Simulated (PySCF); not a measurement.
Precursor series Zn H-SH. Isolated molecules, 0 K electronic values unless said otherwise. One relaxed conformer stands for each flexible species; it need not be the lowest.

The HOMO from two functionals at the same geometries (PBE-D3(BJ)/def2-SVP), both in PySCF: PBE-D3(BJ)/def2-TZVP and TPSSh-D3(BJ)/def2-TZVP. 

```
species                                PBE-D3(BJ)/def2-TZVP (eV)
-------------------------------------  -------------------------
0 of 2 H replaced by SH ([Zn(H)2])                         -6.85
1 of 2 H replaced by SH ([Zn(H)(SH)])                      -6.10
2 of 2 H replaced by SH                                    -6.32
```

What does TPSSh-D3(BJ)/def2-TZVP give for each?


- 0 of 2 H replaced by SH ([Zn(H)2]): -7.49
- 1 of 2 H replaced by SH ([Zn(H)(SH)]): -6.65
- 2 of 2 H replaced by SH: -6.87
Over these rows, drawn at random from the members with no instability flagged (it was tested for open shells, ions and some series alone), PBE minus TPSSh-D3(BJ): mean +0.58 eV, from +0.54 eV to +0.64 eV.
